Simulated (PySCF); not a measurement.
SMILES [OH][SnH]([OH])[OH], CAM-B3LYP/def2-SVP optimised geometry.

```
8

Sn    -0.88    -1.08     0.00
O     -1.45    -1.84    -1.73
O      1.08    -1.08     0.00
O     -1.45     0.80     0.00
H     -1.52    -1.94     1.31
H     -1.86    -1.18    -2.30
H      1.45    -1.41    -0.83
H     -0.70     1.41    -0.05
```

Density from CAM-B3LYP/def2-TZVP, def2 effective core potentials past Kr (PySCF) at that geometry. The core electrons that the potentials of Sn replace are not part of the density.

Minimum of the electron density along straight lines between bonded atoms, close to the bond critical point (lines longer than 1.1 times the sum of covalent radii, or with two minima, are not listed):

| bond | length / Å | ρ at the minimum / e bohr⁻³ | ∇²ρ there / e bohr⁻⁵ | position (fraction from the first atom) |
|---|---|---|---|---|
| Sn1–O2 | 1.969 | 0.122 | 0.48 | 0.51 |
| Sn1–O3 | 1.969 | 0.122 | 0.48 | 0.51 |
| Sn1–O4 | 1.969 | 0.122 | 0.48 | 0.51 |
| Sn1–H5 | 1.693 | 0.119 | 0.06 | 0.63 |
| O2–H6 | 0.966 | 0.351 | -2.33 | 0.80 |
| O3–H7 | 0.966 | 0.351 | -2.33 | 0.80 |
| O4–H8 | 0.966 | 0.351 | -2.33 | 0.80 |
